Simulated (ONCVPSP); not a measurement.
Transferability test, ONCV potential for cerium

cerium, optimised norm-conserving Vanderbilt (ONCV), made with ONCVPSP 4.0.1 (LDA (Perdew-Zunger), scalar-relativistic). Core [Kr] 4d10, reference 4f1 5s2 5p6 5d1 6s2. Waves: 5s+6s: rc 2.30 bohr, ncon 3, nbas 8, qcut 6.2 1/bohr, 2 projectors; 5p: rc 2.05 bohr, ncon 4, nbas 8, qcut 7.9 1/bohr, 3 projectors, debl 2.3 Ha; 5d: rc 2.50 bohr, ncon 4, nbas 7, qcut 3.7 1/bohr, 1 projector; 4f: rc 0.95 bohr, ncon 4, nbas 9, qcut 21.4 1/bohr, 1 projector. Local part: polynomial inside 0.85 bohr (lpopt 2, dvloc0 6 Ha). Core correction: Teter function, fcfact 3.5, rcfact 1.2.

Energies are relative to the spin-unpolarised reference configuration 4f1 5s2 5p6 5d1 6s2; without spin polarisation the order of configurations can differ from experiment.

**Question.** Give the all-electron excitation energy and the error of the potential for: 4f1 5s2 5p6 5d1 6s1; 4f1 5s2 5p6 5d1 6s0; 4f1 5s2 5p6 5d0 6s0; 4f1 5s2 5p6 5d2 6s1.

**Answer.**

```json
{"valence configuration": "4f1 5s2 5p6 5d1 6s1", "charge": "+1", "ΔE all-electron (eV)": "6.270", "error AE − PS (meV)": "-1.2"}
{"valence configuration": "4f1 5s2 5p6 5d1 6s0", "charge": "+2", "ΔE all-electron (eV)": "17.617", "error AE − PS (meV)": "-3.4"}
{"valence configuration": "4f1 5s2 5p6 5d0 6s0", "charge": "+3", "ΔE all-electron (eV)": "36.955", "error AE − PS (meV)": "-2.5"}
{"valence configuration": "4f1 5s2 5p6 5d2 6s1", "charge": "0", "ΔE all-electron (eV)": "0.923", "error AE − PS (meV)": "-3.2"}
```

Levels in the configuration 4f1 5s2 5p6 5d1 6s1:

| level | all-electron (eV) | pseudo (eV) |
| --- | --- | --- |
| 4f | -11.593 | -11.606 |
| 5s | -46.702 | -46.706 |
| 5p | -29.253 | -29.253 |
| 5d | -8.754 | -8.752 |
| 6s | -8.753 | -8.753 |

Note: ghosts flagged at negative energy: s at -33.1 eV; GHOST(+) flagged for p at 226.0 eV. A true bound ghost makes a file unfit for plane-wave use.
